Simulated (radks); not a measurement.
Task: Valence configurations of Mn+ (all share [Ar]). All-electron calculation, scalar-relativistic Kohn-Sham, PBE, spin-polarised, spherical densities, point nucleus; open shells are filled with parallel spins first. Program: a radial shooting solver on a logarithmic mesh with Libxc functionals. Order these by energy: 3d5 4p1; 3d4 4p2; 3d3 4s2 4p1; 3d6; 3d3 4s1 4p2; 3d5 4s1; 3d5 4s0.5 4p0.5; 3d4 4s1 4p1; 3d4 4s2.

Result: From the lowest, in eV above it: 3d5 4s1 0.000; 3d6 1.796; 3d5 4s0.5 4p0.5 2.467; 3d5 4p1 4.956; 3d4 4s2 7.403; 3d4 4s1 4p1 10.906; 3d4 4p2 16.474; 3d3 4s2 4p1 23.174; 3d3 4s1 4p2 26.814. NIST lists [Ar] 3d5 4s1 as the ground configuration; this level of theory agrees among the configurations tried. The energies are those of spherical high-spin densities, not of single terms. No valid solution was reached for [Ar] 3d2 4s1 4p3.
